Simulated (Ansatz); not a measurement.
`[SiH3]C1N[SiH2]1` + `CB(C)N` → `CB(C)N[SiH3]` + `C1N[SiH2]1` at 298.15 K and 1 bar (ligand exchange at the Si–C bond).

Program: Ansatz. Geometries: PBE0-D4/def2-TZVP. ΔE: electronic, gas phase. CCSD(T)/CBS adds triple-zeta CCSD(T) − MP2 to the extrapolated MP2 energy (def2 sets, frozen cores). One conformer a species, not always the lowest.

```tsv
species	CCSD(T)/CBS energy (Eh)	H − E (kJ/mol)	S (J/(mol·K))
`[SiH3]C1N[SiH2]1`	-675.07855	213.0	322.6
`CB(C)N`	-160.48988	294.3	311.2
`CB(C)N[SiH3]`	-450.78486	339.5	374.3
`C1N[SiH2]1`	-384.79623	167.2	268.2
```

H − E and S are ideal-gas, rigid-rotor, harmonic terms from PBE0-D4/def2-TZVP, for one conformer and one mirror image of each species. 1 Eh = 2625.50 kJ/mol, R = 8.31446 J/(mol·K).

Q: By hand: ΔE, ΔH, ΔS and ΔG.

A: ΔE = (-450.78486) + (-384.79623) − (-675.07855) − (-160.48988) = -0.01266 Eh = -33.2 kJ/mol. Δ(H − E) = 339.5 + 167.2 − 213.0 − 294.3 = -0.6, so ΔH = -33.8 kJ/mol. ΔS = 374.3 + 268.2 − 322.6 − 311.2 = 8.7 J/(mol·K). ΔG = -33.8 − 298.15 × (8.7)/1000 = -36.4 kJ/mol.

Q: By hand: the equilibrium constant, and the temperature at which ΔG would vanish if ΔH and ΔS stayed fixed.

A: log₁₀ K = −ΔG/(RT ln 10) = 6.4. ΔH and −TΔS have one sign here, so there is no such temperature.

The number of gas molecules stays the same, so ΔS is small and ΔH decides. A doubt of 5 kJ/mol in ΔE shifts log₁₀ K by 0.9 here. Other conformers and mirror images would add mixing entropy, several J/(mol·K) or more a flexible species. Modes under 60 cm⁻¹, often nearly free rotors, make the harmonic entropy too high. These are equilibria of isolated gas molecules and say nothing of rates. Largest T1 diagnostic: 0.013 (customary marks: 0.02 for closed shells, 0.045 for open ones).

ΔS is within the doubt of such terms, so its sign, and with it that verdict, could turn.
